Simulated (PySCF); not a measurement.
A PySCF script (with the pyscf-properties extension) for the NMR shieldings of `InChI=1S/C5H11NO2Si/c1-5(3-6)8-9-4-7-2/h5H,4,9H2,1-2H3/t5-/m1/s1`, on a GFN2-xTB geometry:

```python
import basis_set_exchange as bse
import numpy as np
from pyscf import gto, dft
from pyscf.prop import nmr

atoms = """
C    -2.280544   -1.523796    0.211928
O    -1.447156   -0.439641    0.529167
C    -1.750700    0.738848   -0.203118
Si   -0.328422    1.924453    0.256969
O     1.086024    1.269721   -0.200967
C     1.520496   -0.063569   -0.076609
C     3.045612   -0.109432   -0.184851
C     0.924389   -0.881114   -1.120725
N     0.462055   -1.504956   -1.959257
H    -2.157126   -1.814127   -0.838481
H    -1.983154   -2.350970    0.854470
H    -3.333931   -1.277366    0.394402
H    -1.764811    0.515410   -1.278649
H    -2.750663    1.101261    0.066033
H    -0.362398    2.101558    1.710418
H    -0.311561    3.148838   -0.526347
H     1.190672   -0.481448    0.885691
H     3.397494   -1.136026   -0.120197
H     3.358445    0.319022   -1.134222
H     3.480130    0.474014    0.622824
"""
names = dict.fromkeys(["C", "O", "Si", "N", "H"], "pcSseg-1")
basis = {el: gto.basis.parse(bse.get_basis(n, elements=[el], fmt="nwchem")) for el, n in names.items()}
mol = gto.M(atom=atoms, basis=basis, charge=0, verbose=0)
mf = dft.RKS(mol, xc="PBE0")
mf.grids.level = 2
mf.grids.alignment = dft.numint.BLKSIZE   # the property module wants whole blocks of grid points
mf.conv_tol = 1e-9
mf.kernel()

calc = nmr.RKS(mf)   # GIAO
C = mf.mo_coeff
Co = C[:, mf.mo_occ > 0]
resp = mf.gen_response(singlet=True, hermi=2)
def vind(x):   # induced exchange potential for any number of trial vectors
    d = np.einsum("pi,xij,qj->xpq", C, 2 * x.reshape(-1, C.shape[1], Co.shape[1]), Co, optimize=True)
    return np.einsum("xpq,pi,qj->xij", resp(d - d.transpose(0, 2, 1)), C, Co, optimize=True).ravel()
mo1, _ = nmr.rhf.solve_mo1(calc, with_cphf=vind)
sigma = calc.kernel(mo1)
for i, s in enumerate(sigma):   # ppm
    print("%2d %-2s %9.2f" % (i, mol.atom_pure_symbol(i), np.trace(s) / 3))
```

Problem. What does it print?

Solution. 
```
 0 C     121.83
 1 O     333.43
 2 C     120.23
 3 Si    371.39
 4 O     293.45
 5 C     126.05
 6 C     161.53
 7 C      59.93
 8 N     -28.35
 9 H      27.95
10 H      27.84
11 H      28.44
12 H      28.00
13 H      28.60
14 H      26.68
15 H      26.90
16 H      27.04
17 H      30.43
18 H      29.89
19 H      30.13
```

These numbers come from an equivalent density-fitted implementation of the same equations, which agrees with the script to about 0.01 ppm for H and up to a few tenths of a ppm for heavy atoms, so last digits may differ.

Problem. Turn these shieldings into chemical shifts. Referencing at the same level of theory: ¹³C (σ = 186.93 ppm) and ²⁹Si (σ = 349.16 ppm) and ¹H (σ = 31.72 ppm) against TMS; H2O for ¹⁷O (σ = 336.08 ppm); NH3 for ¹⁵N (σ = 267.73 ppm).

Solution. Averaging equivalent atoms: C 7: 127.0; C 2: 66.7; C 0: 65.1; C 5: 60.9; C 6: 25.4; O 4: 42.6; O 1: 2.6; Si 3: -22.2; N 8: 296.1; H 14: 5.04; H 15: 4.82; H 16: 4.68; H 12: 3.72; H 9/10/11: 3.64; H 13: 3.12; H 17/18/19: 1.57 ppm. Experimental scales use liquid or dissolved standards, which lie at an offset from isolated NH3 (liquid NH3: subtract about 20 ppm) and H2O (liquid H2O: subtract about 36 ppm). Unscaled 15N shifts of sp2 nitrogen come out 20 to 40 ppm too high even then.

Size and cost of the density-fitted run: 215 basis functions, 36 s wall time on 1 thread of an Arm Neoverse V2, shared host; peak memory 1 GiB.
